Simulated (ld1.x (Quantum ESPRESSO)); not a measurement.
**Cutoff test, silver, TM**

```
Element                 : silver (Ag)
Generator               : ld1.x (Quantum ESPRESSO) 7.5
Type                    : norm-conserving Troullier–Martins (Kleinman–Bylander form)
Functional              : PBE
Relativity              : fully relativistic
Frozen core             : [Kr]
Valence charge          : 11
Reference configuration : 4d10 5s0 5p0 (charge +1)
Partial waves           : 5p (bound, empty): rc 2.85 bohr; 4d (bound): rc 1.75 bohr; 5s (bound, empty): rc 2.30 bohr
Local potential         : the s channel
Core correction         : none
```

Open shells are filled in proportion to 2j + 1 (rel_dist='average').

The pseudo-atom Hamiltonian at the reference potential is diagonalised in spherical Bessel functions j_l(qr) that vanish at 20 bohr, with q² up to the cutoff. All-electron valence levels (Ry): 5p1/2 -0.4760, 5p3/2 -0.4569, 4d3/2 -1.1746, 4d5/2 -1.1329, 5s -0.8295.

**Question.** How do the lowest levels (Ry) of each channel move with the cutoff, and are there ghosts?

**Answer.**

```
cutoff (Ry)  p1/2 #1  p3/2 #1  d3/2 #1  d3/2 #2  d5/2 #1  d5/2 #2     s #1     f #1    f #2  Σ f·Δε (mRy)
          8  -0.4749  -0.4561  -0.2025  -0.0717  -0.2033  -0.0720  -0.8247  -0.0463  0.0554        9466.3
         12  -0.4758  -0.4567  -0.2210  -0.0784  -0.2229  -0.0790  -0.8255  -0.0463  0.0554        9274.8
         18  -0.4760  -0.4568  -0.3436  -0.1055  -0.3493  -0.1062  -0.8287  -0.0463  0.0554        8025.4
         25  -0.4760  -0.4569  -0.6498  -0.1299  -0.6460  -0.1295  -0.8294  -0.0463  0.0554        5020.7
         35  -0.4760  -0.4569  -1.0334  -0.1410  -1.0049  -0.1402  -0.8294  -0.0463  0.0554        1332.9
         40  -0.4760  -0.4569  -1.1169  -0.1426  -1.0814  -0.1417  -0.8295  -0.0463  0.0554         540.3
         50  -0.4760  -0.4569  -1.1661  -0.1434  -1.1256  -0.1425  -0.8295  -0.0463  0.0554          77.7
         60  -0.4760  -0.4569  -1.1735  -0.1435  -1.1320  -0.1426  -0.8295  -0.0463  0.0554           9.7
         80  -0.4760  -0.4569  -1.1744  -0.1436  -1.1328  -0.1427  -0.8295  -0.0463  0.0554           1.6
        100  -0.4760  -0.4569  -1.1745  -0.1436  -1.1329  -0.1427  -0.8295  -0.0463  0.0554           0.7
        120  -0.4760  -0.4569  -1.1745  -0.1436  -1.1329  -0.1427  -0.8295  -0.0463  0.0554           0.2
        400  -0.4760  -0.4569  -1.1745  -0.1436  -1.1329  -0.1427  -0.8295  -0.0463  0.0554           0.0
```

Result: no extra level below or beside the all-electron valence levels (p1/2, p3/2, d3/2, d5/2, s, f tested); 10 mRy is reached at 60 Ry and 1 mRy at 100 Ry.

1 of 7 tests not solved or not reliable.
